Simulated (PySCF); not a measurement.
All values below come from PBE-D3(BJ)/def2-TZVP // PBE0-D3(BJ)/def2-TZVP run with PySCF. Isolated molecules, 0 K electronic values unless said otherwise. Excitations are Tamm–Dancoff values on a coarser integration grid. The basis has no diffuse functions, so Rydberg states are missing or too high.

Reference species (SMILES): `C(=C)(C)Cl` (neutral, multiplicity 1).

```json
{
 "LUMO": "-1.01 eV",
 "HOMO": "-6.14 eV",
 "S1 oscillator strength": "0.000",
 "T1 excitation (TDA)": "4.26 eV"
}
```

Changed species: `ClC1CC1`.

Task: What does the change do to the LUMO, HOMO, S1 oscillator strength and T1 excitation (TDA)?

Result: the LUMO increases by 0.83 eV, to -0.18 eV; the HOMO decreases by 0.29 eV, to -6.43 eV; the S1 oscillator strength is nearly the same; the T1 excitation (TDA) rises by 1.64 eV, to 5.90 eV.
